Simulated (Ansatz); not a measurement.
Ansatz (a program for electronic structure) input (CCSD(T)/aug-cc-pVDZ):

Ansatz 0.2 input:
```yaml
crystal:
  periodic: [false, false, false]
  atoms:
    - {symbol: C, position_ang: [1.59313510, -0.63906756, -0.11543434]}
    - {symbol: C, position_ang: [1.43638359, 0.92210247, 0.21526977]}
    - {symbol: C, position_ang: [-0.06425195, 0.63991867, 0.13555457]}
    - {symbol: C, position_ang: [0.06425195, -0.63991867, -0.13555457]}
    - {symbol: C, position_ang: [-1.43638359, -0.92210247, -0.21526977]}
    - {symbol: C, position_ang: [-1.59313510, 0.63906756, 0.11543434]}
    - {symbol: H, position_ang: [2.09495382, -0.84999760, -1.06186465]}
    - {symbol: H, position_ang: [2.07230299, -1.22018753, 0.67497161]}
    - {symbol: H, position_ang: [1.85029781, 1.58665927, -0.54570535]}
    - {symbol: H, position_ang: [1.82764698, 1.21646933, 1.19113091]}
    - {symbol: H, position_ang: [-1.82764698, -1.21646933, -1.19113091]}
    - {symbol: H, position_ang: [-1.85029781, -1.58665927, 0.54570535]}
    - {symbol: H, position_ang: [-2.07230299, 1.22018753, -0.67497161]}
    - {symbol: H, position_ang: [-2.09495382, 0.84999760, 1.06186465]}
basis:
  gaussian:
    orbitals: aug-cc-pVDZ
magnetization: {spin_polarized: true, initial_magnetization: 2}
correlation: {method: ccsd_t, electrons: outside_noble_gas}
```

End of the output:

```
mean field evaluation 768: about -6298.4325 eV, gradient 5.6e0 eV
mean field evaluation 800: about -6302.2700 eV, gradient 2.0e-2 eV
mean field evaluation 832: about -6300.4820 eV, gradient 1.7e-3 eV
mean field evaluation 864: about -6297.5880 eV, gradient 2.5e0 eV
mean field evaluation 896: about -6298.5407 eV, gradient 6.2e-3 eV
mean field -6302.26999641 eV, -231.6041505361 hartree, gradient 2.2e-6 eV, S^2 2.036066; 18 other end points of the search recorded, 0 dependent functions left out
determinant -6302.26999641 eV, -231.6041505361 hartree, with singles and doubles -6325.73229394 eV, -232.4663740670 hartree
determinant -6301.03782336 eV, -231.5588690115 hartree, with singles and doubles -6324.60474475 eV, -232.4249373983 hartree
determinant -6300.59029652 eV, -231.5424227036 hartree, with singles and doubles -6324.10645269 eV, -232.4066255029 hartree
determinant -6300.48201054 eV, -231.5384432671 hartree, with singles and doubles -6323.84759003 eV, -232.3971124757 hartree
determinant -6300.41781793 eV, -231.5360842324 hartree, with singles and doubles -6323.84356706 eV, -232.3969646344 hartree
determinant -6299.75795676 eV, -231.5118347816 hartree, with singles and doubles -6323.13336087 eV, -232.3708650382 hartree
determinant -6299.74668676 eV, -231.5114206169 hartree, with singles and doubles -6323.07120684 eV, -232.3685809199 hartree
determinant -6299.44588095 eV, -231.5003662072 hartree, with singles and doubles -6323.63577683 eV, -232.3893284844 hartree
determinant -6298.86341944 eV, -231.4789611413 hartree, with singles and doubles -6323.25062888 eV, -232.3751745581 hartree
6 core orbitals not correlated
reference -6302.26999641 eV, -231.6041505361 hartree; 17, 15 occupied and 187, 189 virtual orbitals, 2104 factors
second order -21.53940464 eV of doubles, -0.00000000 eV of singles
coupled cluster: 11.50 GiB planned
cycle   1  -23.38593394 eV  change   -7.0e-1 eV  update   3.3e-2
cycle   2  -23.42147082 eV  change   -3.6e-2 eV  update   8.1e-3
cycle   3  -23.42521680 eV  change   -3.7e-3 eV  update   5.0e-3
cycle   4  -23.42599282 eV  change   -7.8e-4 eV  update   1.9e-3
cycle   5  -23.42651514 eV  change   -5.2e-4 eV  update   7.7e-4
cycle   6  -23.42676659 eV  change   -2.5e-4 eV  update   3.6e-4
cycle   7  -23.42686795 eV  change   -1.0e-4 eV  update   1.6e-4
cycle   8  -23.42693298 eV  change   -6.5e-5 eV  update   8.5e-5
cycle   9  -23.42691887 eV  change    1.4e-5 eV  update   3.3e-5
perturbative correction -0.90181012 eV, -0.0331409106 hartree
Total energy: -6326.59872540 eV, -232.4982148359 hartree
```

This state (charge 0, triplet) is run at the relaxed geometry of the species with charge 0 and multiplicity 1, and is a spin state other than that species' own.
